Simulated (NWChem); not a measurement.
Molecule: GeNH$_{3}$O, singlet; SMILES [NH2][Ge][OH]

```xyz
6

Ge    -0.4557     0.0318     0.0000
O      0.7208     1.3845     0.0000
H      1.6552     1.1455     0.0000
N      0.7189    -1.3694     0.0000
H      1.7344    -1.3212     0.0000
H      0.3937    -2.3309     0.0000
```
Atoms are numbered in this order, from 1.

Low-valent species are run as closed-shell singlets; no triplet was tried in these runs. Geometry: optimised at PBE0/def2-SVP.

Symmetry labels are those of Cs in the frame above (b1 and b2, or b-type labels, depend on it).

Task: List the 4 lowest vertical singlet excitations from PBE/def2-SVPD, TDA (NWChem).

Result: 
```csv
state,energy (eV),oscillator strength,symmetry,leading excitation (squared amplitude)
S1,5.51,0.111,a",HOMO → LUMO (0.92)
S2,5.52,0.041,a',HOMO−1 → LUMO (0.85)
S3,6.09,0.003,a",HOMO−1 → LUMO+1 (0.87)
S4,6.10,0.054,a',HOMO → LUMO+1 (0.87)
```
